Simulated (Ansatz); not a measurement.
Born–Oppenheimer molecular dynamics of C2H9AlS (13 atoms, charge 0, multiplicity 1). It starts at the highest image of a converged band. Of that band: The profile has 2 maxima (images 4, 7) with wells between them (image 6): this band takes more than one step, which may be the mechanism or a detour left from its start path. A vibrational analysis at the climbing image gives one clearly imaginary mode, 529i cm⁻¹: a first-order saddle point.

Theory: Ansatz 0.2.0, RKS LDA/def2-SVP.

- ensemble: NVE (velocity Verlet)
- time step: 0.5 fs
- steps asked: 200
- starting velocities drawn for: 100 K
- seed: 5368

First frame:

```xyz
13
Properties=species:S:1:pos:R:3
Al -1.150 0.566 -0.245
C 0.530 -0.620 -0.243
C 0.420 -1.136 1.190
H -1.222 1.502 1.054
H -2.374 -0.235 -0.888
H 0.487 0.751 -1.175
S -0.104 1.938 -1.978
H 0.311 -1.427 -0.981
H 1.591 -0.329 -0.437
H -0.618 -1.457 1.443
H 1.072 -2.019 1.378
H 0.694 -0.355 1.931
H 0.365 2.822 -1.049
```

Task: How far do the bonds stretch over the last three quarters of this one trajectory? (Pairs bonded in most of those frames.)

Result: 
```
  bond  mean (Å)  spread (Å)  shortest  longest
Al1–H4     1.601       0.013      1.58     1.63
Al1–H5     1.601       0.032      1.55     1.65
Al1–S7     2.204       0.068      2.10     2.35
 C2–C3     1.520       0.027      1.48     1.57
 C2–H6     1.132       0.070      1.02     1.24
 C2–H8     1.118       0.026      1.08     1.16
 C2–H9     1.114       0.020      1.07     1.16
C3–H10     1.118       0.010      1.10     1.14
C3–H11     1.114       0.010      1.10     1.13
C3–H12     1.112       0.012      1.09     1.13
S7–H13     1.365       0.002      1.36     1.37
```

Mean temperature of the second half: 592 K. The conserved energy stayed within 0.16 meV per atom of its start (net change 0.057 meV per atom), so the integration is sound. The system heated up, since it started high on the potential surface and ran downhill. A run of 0.1 ps of so small a system gives no equilibrium averages. The orbitals stay closed-shell, which can raise the energy where a bond breaks towards radicals; this wasn't checked here.

Run time: 4.6 min on 2 threads of Arm Neoverse V1, with other jobs on the host, peak memory 0.14 GiB.
